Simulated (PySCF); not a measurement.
BH6NO2Si, SMILES B(O)(O)[SiH2]N. Atoms are numbered in the order given.

```xyz
11

Si    -0.8563    -0.6849     0.4599
N     -1.8759     0.6356    -0.1583
B      0.9668     0.0219    -0.0902
O      2.1681    -0.4432     0.3384
O      0.8943     1.0422    -0.9899
H     -1.0585    -0.9989     1.9119
H     -1.2729    -1.8979    -0.3091
H     -2.8280     0.4021    -0.4337
H     -1.9127     1.4743     0.4207
H      2.9049     0.0277    -0.0802
H     -0.0464     1.2301    -1.1774
```

Coordinates come from a B3LYP-D3(BJ)/def2-SVP optimisation. The structure was generated by enumeration, and PubChem lists no compound with its InChIKey, so it may never have been made. The values are those of a single conformer.

Computed with TDA-PBE/def2-SVPD (PySCF).

Vertical excitations. 

### Question
Estimate the UV-visible absorptions. (An estimate is asked for; the answer gives what the named calculation found.)

### Answer

| state | energy (eV) | λ (nm) | f | main pairs |
|---|---|---|---|---|
| S1 | 5.29 | 234 | 0.012 | HOMO→LUMO 94 % |
| S2 | 5.80 | 214 | 0.004 | HOMO→LUMO+1 89 % |
| S3 | 6.04 | 205 | 0.011 | HOMO→LUMO+2 91 % |
| S4 | 6.22 | 199 | 0.050 | HOMO−1→LUMO 70 %, HOMO−1→LUMO+1 11 % |
| S5 | 6.68 | 186 | 0.056 | HOMO−1→LUMO+1 80 % |
| S6 | 6.82 | 182 | 0.028 | HOMO−1→LUMO+2 73 %, HOMO−2→LUMO 18 % |
| S7 | 6.97 | 178 | 0.019 | HOMO−2→LUMO 44 %, HOMO−2→LUMO+1 34 %, HOMO−1→LUMO+2 15 % |
| S8 | 7.03 | 176 | 0.038 | HOMO→LUMO+3 89 % |
| S9 | 7.19 | 172 | 0.013 | HOMO→LUMO+4 62 %, HOMO−3→LUMO 31 % |
| S10 | 7.28 | 170 | 0.034 | HOMO−3→LUMO 56 %, HOMO→LUMO+4 24 % |
| T1 | 4.79 | 259 | 0 | HOMO→LUMO 91 % |
| T2 | 5.43 | 228 | 0 | HOMO→LUMO+1 48 %, HOMO−1→LUMO 42 % |
| T3 | 5.64 | 220 | 0 | HOMO−1→LUMO 50 %, HOMO→LUMO+1 48 % |
| T4 | 5.92 | 209 | 0 | HOMO→LUMO+2 97 % |
Triplets are in the Tamm–Dancoff approximation.
